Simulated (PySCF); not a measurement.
## Running PySCF for Zn2⁺

Input:

```python
from pyscf import gto, dft, solvent

mol = gto.M(
    atom='Zn 0 0 0; Zn 0 0 2.852',
    basis='lanl2dz',
    ecp={'Zn': 'lanl2dz'},
    charge=1,
    spin=1,
    verbose=4,
)
mf = dft.UKS(mol, xc='pw6b95')
mf = solvent.PCM(mf)
mf.with_solvent.eps = 32.6
mf.kernel()
mf.mulliken_pop()
mf.dip_moment()
print('orbital energies (hartree):', [e[max(0, n-3):n+3].round(4) for e, n in zip(mf.mo_energy, mol.nelec)])
```

```bash
$ OMP_NUM_THREADS=1 python input.py
```

Output (some set-up lines and the per-cycle HOMO/LUMO lines with their warnings removed):

```
PySCF version 2.14.0

[INPUT] verbose = 4
[INPUT] num. atoms = 2
[INPUT] num. electrons = 23
[INPUT] charge = 1
[INPUT] spin (= nelec alpha-beta = 2S) = 1
[INPUT] symmetry False subgroup None
[INPUT] Mole.unit = angstrom
[INPUT] Symbol           X                Y                Z      unit          X                Y                Z       unit  Magmom
[INPUT]  1 Zn     0.000000000000   0.000000000000   0.000000000000 AA    0.000000000000   0.000000000000   0.000000000000 Bohr   0.0
[INPUT]  2 Zn     0.000000000000   0.000000000000   2.852000000000 AA    0.000000000000   0.000000000000   5.389498907260 Bohr   0.0

nuclear repulsion = 26.7186249552875
number of shells = 12
number of NR pGTOs = 68
number of NR cGTOs = 36
basis = lanl2dz
ecp = {'Zn': 'lanl2dz'}

******** <class 'pyscf.solvent._attach_solvent.PCMUKS'> ********
method = PCMUKS
initial guess = minao
damping factor = 0
level_shift factor = 0
DIIS = <class 'pyscf.scf.diis.CDIIS'>
diis_start_cycle = 1
diis_space = 8
diis_damp = 0
SCF conv_tol = 1e-09
SCF conv_tol_grad = None
SCF max_cycles = 50
direct_scf = True
direct_scf_tol = 1e-13
number electrons alpha = 12  beta = 11
XC library pyscf.dft.libxc version 7.0.0
    S. Lehtola, C. Steigemann, M. J.T. Oliveira, and M. A.L. Marques.,  SoftwareX 7, 1–5 (2018)
XC functionals = pw6b95
    Y. Zhao and D. G. Truhlar.,  J. Phys. Chem. A 109, 5656 (2005)
radial grids:
    Treutler-Ahlrichs [JCP 102, 346 (1995); DOI:10.1063/1.469408] (M4) radial grids

becke partition: Becke, JCP 88, 2547 (1988); DOI:10.1063/1.454033
pruning grids: <function nwchem_prune>
grids dens level: 3
symmetrized grids: False
atomic radii adjust function: <function treutler_atomic_radii_adjust>
small_rho_cutoff = 0
******** <class 'pyscf.solvent.pcm.PCM'> (In testing) ********

WARN: PCM is an experimental feature. It is still in testing.
Features and APIs may be changed in the future.

lebedev_order = 29 (302 grids per sphere)
eps = 32.6
frozen = False
Set gradient conv threshold to 3.16228e-05
tot grids = 41280
PCM E_diel = -0.000218421806436118
Solvent Energy = -0.000218421806436118
init E= -123.995702175706

PCM E_diel = -5.14004398077469
Solvent Energy = -5.14004398077469
cycle= 1 E= -53.8550993657041  delta_E= 70.1  |g|= 2.12  |ddm|= 13.7

PCM E_diel = -0.132040992148917
Solvent Energy = -0.132040992148917
cycle= 2 E= -119.693746416952  delta_E= -65.8  |g|= 3.66  |ddm|= 13.8
PCM E_diel = -0.150367896931729
Solvent Energy = -0.150367896931729
cycle= 3 E= -124.254448830219  delta_E= -4.56  |g|= 3.71  |ddm|= 2.89
PCM E_diel = -0.150158980159933
Solvent Energy = -0.150158980159933
cycle= 4 E= -124.275238510822  delta_E= -0.0208  |g|=  3.7  |ddm|= 0.0552
PCM E_diel = -0.148291796968255
Solvent Energy = -0.148291796968255
cycle= 5 E= -124.424929346205  delta_E= -0.15  |g|= 3.69  |ddm|= 0.121
PCM E_diel = -0.149650238563921
Solvent Energy = -0.149650238563921
cycle= 6 E= -124.456545518677  delta_E= -0.0316  |g|= 3.69  |ddm|= 0.0898
PCM E_diel = -0.150768596799536
Solvent Energy = -0.150768596799536
cycle= 7 E= -124.410896548872  delta_E= 0.0456  |g|= 3.68  |ddm|= 0.131
PCM E_diel = -0.155514574263207
Solvent Energy = -0.155514574263207
cycle= 8 E= -124.432959849736  delta_E= -0.0221  |g|= 3.68  |ddm|= 0.559
PCM E_diel = -0.152172548679642
Solvent Energy = -0.152172548679642
cycle= 9 E= -124.396614094554  delta_E= 0.0363  |g|= 3.69  |ddm|= 0.13

PCM E_diel = -3.99858470444379
Solvent Energy = -3.99858470444379
cycle= 10 E= -77.789701738673  delta_E= 46.6  |g|= 7.75  |ddm|= 13.8
PCM E_diel = -0.376300756057124
Solvent Energy = -0.376300756057124
cycle= 11 E= -130.385314477897  delta_E= -52.6  |g|=  1.2  |ddm|= 11.5
PCM E_diel = -0.383671262682865
Solvent Energy = -0.383671262682865
cycle= 12 E= -130.730166756233  delta_E= -0.345  |g|= 0.484  |ddm|= 0.824
PCM E_diel = -0.223607349171888
Solvent Energy = -0.223607349171888
cycle= 13 E= -131.126780441341  delta_E= -0.397  |g|= 0.191  |ddm|= 3.35
PCM E_diel = -0.177181878458182
Solvent Energy = -0.177181878458182
cycle= 14 E= -131.217830315289  delta_E= -0.091  |g|= 0.131  |ddm|= 1.89
PCM E_diel = -0.147583414100868
Solvent Energy = -0.147583414100868
cycle= 15 E= -131.319276724423  delta_E= -0.101  |g|= 0.0385  |ddm|= 4.15
PCM E_diel = -0.153375251861219
Solvent Energy = -0.153375251861219
cycle= 16 E= -131.322652393256  delta_E= -0.00338  |g|= 0.00897  |ddm|= 0.454
PCM E_diel = -0.153496107778311
Solvent Energy = -0.153496107778311
cycle= 17 E= -131.32273827619  delta_E= -8.59e-05  |g|= 0.00459  |ddm|= 0.0188
PCM E_diel = -0.153465503922482
Solvent Energy = -0.153465503922482
cycle= 18 E= -131.322754512972  delta_E= -1.62e-05  |g|= 0.000371  |ddm|= 0.00985
PCM E_diel = -0.153498962583889
Solvent Energy = -0.153498962583889
cycle= 19 E= -131.322754874187  delta_E= -3.61e-07  |g|= 8.22e-05  |ddm|= 0.00169
PCM E_diel = -0.153509969221036
Solvent Energy = -0.153509969221036
cycle= 20 E= -131.322754888984  delta_E= -1.48e-08  |g|= 1.3e-05  |ddm|= 0.000627
PCM E_diel = -0.15350878280742
Solvent Energy = -0.15350878280742
cycle= 21 E= -131.322754889174  delta_E= -1.9e-10  |g|= 1.51e-06  |ddm|= 7.05e-05
PCM E_diel = -0.153508873045541
Solvent Energy = -0.153508873045541
Extra cycle  E= -131.322754889176  delta_E= -1.45e-12  |g|= 1.09e-06  |ddm|= 5.94e-06
converged SCF energy = -131.322754889176  <S^2> = 0.7572449  2S+1 = 2.0072318
 ** Mulliken pop       alpha | beta **
pop of  0 Zn 4s        0.37006 | 0.18549
pop of  0 Zn 5s        0.60518 | 0.28195
pop of  0 Zn 4px       0.00026 | 0.00026
pop of  0 Zn 4py       0.00026 | 0.00026
pop of  0 Zn 4pz       0.04140 | 0.03612
pop of  0 Zn 5px       0.00010 | 0.00009
pop of  0 Zn 5py       0.00010 | 0.00009
pop of  0 Zn 5pz      -0.01458 | -0.00138
pop of  0 Zn 3dxy      0.80230 | 0.80511
pop of  0 Zn 3dyz      0.80179 | 0.80447
pop of  0 Zn 3dz^2     0.80002 | 0.80249
pop of  0 Zn 3dxz      0.80179 | 0.80447
[24 lines left out]
In total            12.00000 | 11.00000
 ** Mulliken atomic charges   ( Nelec_alpha | Nelec_beta ) **
charge of  0Zn =      0.50000  (     6.00000      5.50000 )
charge of  1Zn =      0.50000  (     6.00000      5.50000 )

WARN: System has nonzero charge 1; the dipole moment is origin-dependent.
Location of origin: [0. 0. 0.]

Dipole moment(X, Y, Z, Debye):  0.00000, -0.00000,  6.84937
orbital energies (hartree): [array([-0.6103, -0.2536, -0.1743, -0.01  , -0.01  ,  0.0014]), array([-0.6099, -0.6084, -0.2335, -0.0994, -0.0029, -0.0029])]
```

In short: E(SCF) = -131.322755 Eh, ⟨S²⟩ = 0.757.

It ran on Arm Neoverse V2 (1 thread, shared host) in 6.7 s.

The bond length is a typed value, not an optimised one. The dipole of an ion depends on the origin. No search for the lowest solution was made.
